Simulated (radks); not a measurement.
The numbers below are computed, except where a source is named.
The praseodymium ion Pr3+, 56 electrons, occupied as [Kr] 4d10 4f2 5s2 5p5.75 6p0.25 (fractional occupations, a model configuration).

Level of theory: Dirac Kohn-Sham, PBE, spin-unpolarised, spherical densities, point nucleus; open shells fill j = l - 1/2 first (a radial shooting solver on a logarithmic mesh with Libxc functionals).

Energy parts (hartree):
part                       energy
total                  -9240.9661
kinetic                 9940.9136
electron-nucleus      -22486.2209
Hartree                 3519.9947
exchange-correlation    -215.6535

Orbitals (lengths in bohr, moments of r in powers of bohr; <r^-3> diverges for s and p1/2; r(90%) holds 90 % of the orbital's charge):
| orbital | occ. | eigenvalue (hartree) | <r> | r(90%) | <r^-3> | small-component weight |
|---|---|---|---|---|---|---|
| 1s1/2 | 2 | -1536.532 | 0.02409 | 0.0435 | - | 4.78e-02 |
| 2s1/2 | 2 | -248.0671 | 0.1026 | 0.159 | - | 1.04e-02 |
| 2p1/2 | 2 | -234.4954 | 0.08605 | 0.142 | - | 1.04e-02 |
| 2p3/2 | 4 | -216.7746 | 0.09236 | 0.150 | 7509 | 9.80e-03 |
| 3s1/2 | 2 | -54.46551 | 0.2720 | 0.400 | - | 3.21e-03 |
| 3p1/2 | 2 | -48.69734 | 0.2617 | 0.393 | - | 3.15e-03 |
| 3p3/2 | 4 | -45.18695 | 0.2740 | 0.410 | 1529 | 2.97e-03 |
| 3d3/2 | 4 | -35.12836 | 0.2452 | 0.384 | 251.8 | 2.85e-03 |
| 3d5/2 | 6 | -34.37205 | 0.2491 | 0.389 | 228.2 | 2.80e-03 |
| 4s1/2 | 2 | -11.76781 | 0.6214 | 0.893 | - | 9.96e-04 |
| 4p1/2 | 2 | -9.60692 | 0.6388 | 0.929 | - | 9.28e-04 |
| 4p3/2 | 4 | -8.84705 | 0.6663 | 0.969 | 332.1 | 8.69e-04 |
| 4d3/2 | 4 | -5.29701 | 0.7173 | 1.08 | 45.63 | 7.21e-04 |
| 4d5/2 | 6 | -5.16284 | 0.7270 | 1.09 | 40.93 | 7.06e-04 |
| 5s1/2 | 2 | -2.45641 | 1.464 | 2.09 | - | 2.26e-04 |
| 5p1/2 | 2 | -1.85274 | 1.621 | 2.34 | - | 1.85e-04 |
| 5p3/2 | 3.75 | -1.73629 | 1.694 | 2.45 | 50.72 | 1.71e-04 |
| 4f5/2 | 2 | -1.15541 | 1.002 | 1.70 | 5.051 | 3.85e-04 |
| 4f7/2 | 0 | -1.14061 | 1.011 | 1.72 | 4.913 | 3.80e-04 |
| 5d3/2 | 0 | -0.92055 | 2.266 | 3.37 | 4.408 | 9.66e-05 |
| 5d5/2 | 0 | -0.90775 | 2.295 | 3.41 | 3.951 | 9.44e-05 |
| 6s1/2 | 0 | -0.79950 | 3.331 | 4.70 | - | 5.34e-05 |
| 6p1/2 | 0.25 | -0.64388 | 3.800 | 5.37 | - | 4.25e-05 |
| 6p3/2 | 0 | -0.62155 | 3.926 | 5.54 | 9.878 | 4.04e-05 |
| 5f5/2 | 0 | -0.37056 | 4.626 | 6.79 | 0.2448 | 2.81e-05 |
| 5f7/2 | 0 | -0.36985 | 4.639 | 6.81 | 0.2434 | 2.82e-05 |

The highest occupied level is 6p1/2 at -17.521 eV. The configuration is held as typed, so some empty levels lie below it. The density falls to 0.001 e/bohr^3 at r = 3.65 bohr. Summed over all electrons, <r^2> = 40.79 bohr^2, which gives a Langevin (diamagnetic) susceptibility term of -32.3 x 10^-6 cm^3/mol.
